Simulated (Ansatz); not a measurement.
Relaxation of CH$_{6}$BNO (10 atoms, charge 0, multiplicity 1), to a largest force component of 0.02 eV/Å in at most 40 steps.

All numbers below come from RKS PBE-D4/6-31G* (Ansatz).

```xyz
10
Properties=species:S:1:pos:R:3:forces:R:3
B 0.000 0.000 0.000 -0.02 0.02 2.79
N 0.000 0.000 1.550 -0.03 -0.13 -2.37
H -0.877 -0.271 2.080 1.54 0.77 -0.46
H 0.877 0.271 2.080 -1.57 -0.76 -0.54
C 1.386 0.000 -0.800 -0.51 0.65 0.44
H 1.715 -1.046 -0.970 0.01 0.22 -0.01
H 1.249 0.508 -1.777 0.19 -0.20 0.16
H 2.155 0.538 -0.208 0.11 -0.22 -0.28
O -1.221 0.000 -0.705 -0.17 -1.74 0.41
H -1.731 -0.847 -0.496 0.46 1.39 -0.13
```

Q: Where does it end, and by what steps?

A: The run converged. The force dipped under the threshold on the way, but the program's further checks kept it going. After 13 steps the energy has fallen by 0.779 eV; O9 moved furthest, 0.56 Å.

```csv
step,energy less start (eV),largest force component (eV/Å),accepted
0,0.0000,2.787,yes
1,-0.4725,1.570,yes
2,-0.6204,1.498,yes
3,-0.7424,0.708,yes
4,-0.7569,0.590,yes
5,-0.7349,0.597,no
6,-0.7757,0.123,yes
7,-0.7778,0.030,yes
8,-0.7781,0.007,yes
9,-0.7781,0.076,yes
10,-0.7784,0.033,yes
11,-0.7785,0.009,yes
12,-0.7785,0.015,yes
13,-0.7785,0.018,yes
```

```xyz
10
Properties=species:S:1:pos:R:3
B 0.034 -0.166 0.015
N -0.048 0.034 1.421
H -0.892 -0.067 1.982
H 0.763 0.302 1.970
C 1.404 0.021 -0.761
H 1.685 -0.911 -1.284
H 1.305 0.795 -1.544
H 2.248 0.308 -0.110
O -1.072 -0.536 -0.743
H -1.873 -0.627 -0.193
```

Whether the end is a true minimum wasn't checked by a vibrational analysis.

Run time: 16 s on 1 thread of Intel(R) Xeon(R) 6975P-C (Granite Rapids) (shared host), peak memory 0.17 GiB.
